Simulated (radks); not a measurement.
The nitrogen anion N3-, [Ne], held by a Watson sphere: a shell of charge +3 at radius R that stands for the Madelung well of a crystal (potential energy -3/R inside, -3/r outside, in hartree with lengths in bohr). All-electron calculation, non-relativistic Kohn-Sham, r2SCAN, spin-polarised, spherical densities, point nucleus; meta-GGA in the generalised Kohn-Sham scheme. Program: a radial shooting solver on a logarithmic mesh with Libxc functionals.

| R (bohr) | e(1s) (eV) | e(2s) (eV) | e(2p) (eV) | <r> 2p (bohr) | sum of <r^2> (bohr^2) | X-ray form factor at sin(theta)/lambda = 0.1 1/angstrom |
|---|---|---|---|---|---|---|
| 1.72 | -381.61 | -21.139 | -8.883 | 1.623 | 24.97 | 8.405 |
| 2.89 | -383.18 | -16.191 | -5.214 | 2.096 | 41.00 | 7.679 |
| 2.93 | -383.19 | -16.090 | -5.127 | 2.112 | 41.61 | 7.657 |
| 3.3 | -383.23 | -15.309 | -4.420 | 2.257 | 47.56 | 7.456 |
| 3.83 | -383.21 | -14.570 | -3.661 | 2.464 | 57.05 | 7.196 |
